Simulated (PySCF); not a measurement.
## Radial density of O²⁺ (oxygen, charge +2)

UHF, [He] 2s2 2p2, high-spin 3P determinant. Computed with PySCF 2.14 in dyall-acv3z (15s9p4d2f, 76 functions), with no relativity, point nucleus.

| r (bohr) | 4πr²ρ (e/bohr) | 4πr²(ρα − ρβ) |
| --- | --- | --- |
| 0.00267 | 0.02697 | 0.0000 |
| 0.00448 | 0.07415 | 0.0000 |
| 0.00754 | 0.1997 | 0.0001 |
| 0.0127 | 0.5206 | 0.0003 |
| 0.0213 | 1.283 | 0.0007 |
| 0.0359 | 2.880 | 0.0022 |
| 0.0604 | 5.529 | 0.0079 |
| 0.102 | 8.189 | 0.0351 |
| 0.171 | 7.930 | 0.1592 |
| 0.287 | 4.232 | 0.5922 |
| 0.483 | 2.879 | 1.4872 |
| 0.813 | 3.971 | 1.9242 |
| 1.37 | 1.934 | 0.8638 |
| 2.30 | 0.1710 | 0.0760 |
| 3.87 | 0.0009917 | 0.0004 |
